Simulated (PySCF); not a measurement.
`O=C\C=C/C=C/C=C(/[O-])C=O`, [C$_{8}$H$_{7}$O$_{3}$]-, charge -1

Geometry:
| atom | x (Å) | y (Å) | z (Å) |
| --- | --- | --- | --- |
| O1 | 4.911 | 0.136 | 0.682 |
| C2 | 3.688 | 0.088 | 0.595 |
| C3 | 2.925 | 0.173 | -0.614 |
| C4 | 1.543 | 0.118 | -0.705 |
| C5 | 0.564 | -0.027 | 0.295 |
| C6 | -0.796 | -0.058 | -0.004 |
| C7 | -1.833 | -0.198 | 0.916 |
| C8 | -3.227 | -0.233 | 0.641 |
| O9 | -4.124 | -0.353 | 1.492 |
| C10 | -3.766 | -0.128 | -0.783 |
| O11 | -3.184 | 0.024 | -1.829 |
| H12 | 3.077 | -0.034 | 1.530 |
| H13 | 3.512 | 0.292 | -1.531 |
| H14 | 1.133 | 0.202 | -1.721 |
| H15 | 0.867 | -0.119 | 1.344 |
| H16 | -1.076 | 0.037 | -1.059 |
| H17 | -1.587 | -0.294 | 1.981 |
| H18 | -4.888 | -0.211 | -0.742 |

Total charge -1.

Computed with PySCF, quadratic response CAM-B3LYP/aug-cc-pVDZ first hyperpolarisability, Taylor convention, gas phase. Geometry: PBE0-D3(BJ)/def2-SVP.

For a gas-phase anion, states above the detachment energy (about 2.7 eV, taken as minus the energy of the highest occupied orbital) lie in the continuum and depend on the basis.

Question: Give the tensor of the static β(0;0,0) in the axes of these coordinates.

Answer: In au, Taylor convention; rows are the first index (the induced dipole):
|  | xx | yy | zz | xy | xz | yz |
| --- | --- | --- | --- | --- | --- | --- |
| x | +1980.8 | -69.0 | -249.1 | +5.5 | +1020.7 | +64.7 |
| y | +5.5 | -21.6 | -5.1 | -69.0 | +64.7 | +50.4 |
| z | +1020.7 | +50.4 | +33.8 | +64.7 | -249.1 | -5.1 |

Norm of βᵢ = ⅓ Σⱼ (βᵢⱼⱼ + βⱼᵢⱼ + βⱼⱼᵢ): 1996.4 au, hyper-Rayleigh value 998.7 au.
